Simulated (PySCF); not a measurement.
## Ionisation energy of Ar¹²⁺ by level of theory

Ar¹²⁺ [He] 2s2 2p2 [2p1/2^2, M_J = 0] → Ar¹³⁺ [He] 2s2 2p1 [2p1/2^1, M_J = 1/2], as a difference of total energies. Computed with PySCF 2.14 in an uncontracted even-tempered set (18 s from 2 bohr⁻², ratio 2.4; 11 p from 2.6 bohr⁻², ratio 2.4; 5 d from 10 bohr⁻², ratio 2.6; 5 f from 16 bohr⁻², ratio 2.6), with the two-component X2C-1e Hamiltonian. Correlated levels: nothing frozen; the 36 highest virtual spinors dropped. "Screened" scales the spin-orbit matrix elements by Boettger's factors to mimic the two-electron term; Breit and QED terms are absent.

```tsv
method	ionisation energy (eV)
GHF (spin-free)	686.25
GMP2 (spin-free)	686.52
GHF (screened spin-orbit)	685.49
GMP2 (screened spin-orbit)	685.79
```

Problem. How much does correlation contribute at GMP2 (screened spin-orbit)?

Solution. 685.79 − (685.49) = 0.30 eV, measured against GHF (screened spin-orbit).

The labels give the starting determinants; with spin-orbit coupling the two ends relaxed to ⟨J²⟩ = 1.60, ⟨L²⟩ = 1.98, ⟨S²⟩ = 1.98 and ⟨J²⟩ = 0.75, ⟨L²⟩ = 2.00, ⟨S²⟩ = 0.75.

The determinant of Ar¹²⁺ mixes levels of different J (the jj label is only the starting occupation), so the difference between spin-free and spin-orbit rows is not the physical spin-orbit shift.

For comparison: 685.5 ± 0.3 eV (semi-empirical (NIST evaluation); NIST Atomic Spectra Database, ionization energies).
